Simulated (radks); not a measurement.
Results of a calculation; reference values are marked as such.
Neutral gold inside a hard spherical wall (all orbitals vanish at R), configuration held at [Xe] 4f14 5d10 6s1 and not refilled when levels cross. Code: a radial shooting solver on a logarithmic mesh with Libxc functionals. Model: scalar-relativistic Kohn-Sham, PBEsol, spin-unpolarised, spherical densities, finite nucleus; Fermi nuclear charge, rms radius 5.4371 fm. Eigenvalues in eV, with the zero of energy where the potential of the charges vanishes at infinity; a dash marks a level that is unbound or too diffuse for the functional's potential to be trusted. A positive occupied level is held by the wall or, in an anion where self-interaction has pushed it up, behind a barrier. The pressure on the wall is -dE/dV.

| R (bohr) | E (hartree) | kinetic (hartree) | e(4f) | e(5p) | e(5d) | e(6s) | e(6p, empty) | e(7s, empty) | pressure (GPa) |
|---|---|---|---|---|---|---|---|---|---|
| free | -19002.3673 | 21247.165 | -81.203 | -59.810 | -6.904 | -5.795 | - | - | 0 |
| 15 | -19002.3673 | 21247.165 | -81.202 | -59.810 | -6.904 | -5.795 | -0.690 | 0.425 | < 0.0001 |
| 12 | -19002.3673 | 21247.165 | -81.202 | -59.809 | -6.903 | -5.794 | -0.644 | 0.929 | 0.000137 |
| 10 | -19002.3672 | 21247.167 | -81.194 | -59.801 | -6.896 | -5.787 | -0.530 | 1.797 | 0.00272 |
| 5 | -19002.2987 | 21247.600 | -79.434 | -58.116 | -5.358 | -3.854 | 3.889 | 20.231 | 9.18 |
| 3.5 | -19001.6808 | 21250.546 | -71.885 | -51.399 | 1.004 | 5.738 | 18.614 | 64.232 | 220 |
| 3 | -19000.7202 | 21254.645 | -64.419 | -45.148 | 7.500 | 16.965 | 34.259 | 104.35 | 785 |
| 2.5 | -18998.0069 | 21265.656 | -49.841 | -33.355 | 21.009 | 43.024 | 68.366 | 183.16 | 3390 |
| 2 | -18988.8787 | 21300.883 | -18.562 | -7.089 | 53.616 | 112.63 | 152.62 | 358.63 | 19400 |
| 1.5 | -18949.4421 | 21439.736 | 58.087 | 72.549 | 153.14 | 334.19 | 400.94 | 828.97 | 168000 |
